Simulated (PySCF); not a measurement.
## Working out the ionisation energy of Ar²⁺

Ar²⁺ [Ne] 3s2 3p4 (3P) → Ar³⁺ [Ne] 3s2 3p3 (4S). Computed with PySCF 2.14 in aug-cc-pV(T+d)Z (6s5p4d2f, 55 functions), with no relativity, point nucleus. Frozen: [Ne]. Energies in hartree (1 hartree = 27.21139 eV):

```tsv
part	Ar²⁺ (lower)	Ar³⁺ (upper)
UHF	-525.309013	-523.861092
MP2 opposite-spin	-0.101813	-0.075307
MP2 same-spin	-0.030117	-0.026961
```

Q: What does Hartree-Fock give?

A: (-523.861092) − (-525.309013) = 1.447921 hartree = 39.400 eV.

Q: What do MP2 and SCS-MP2 (6/5 opposite-spin, 1/3 same-spin) give?

A: The opposite-spin parts differ by 0.721 eV and the same-spin parts by 0.086 eV. MP2: 39.400 + (0.721) + (0.086) = 40.207 eV. SCS-MP2: 39.400 + 1.2 × (0.721) + (0.086)/3 = 40.294 eV.

A first-order spin-orbit estimate adds 0.062 eV to MP2 (valence), giving 40.269 eV against 40.735 ± 0.012 eV (semi-empirical (NIST evaluation); NIST Atomic Spectra Database, ionization energies).

What remains against the reference includes basis incompleteness, the frozen core and correlation beyond second order.
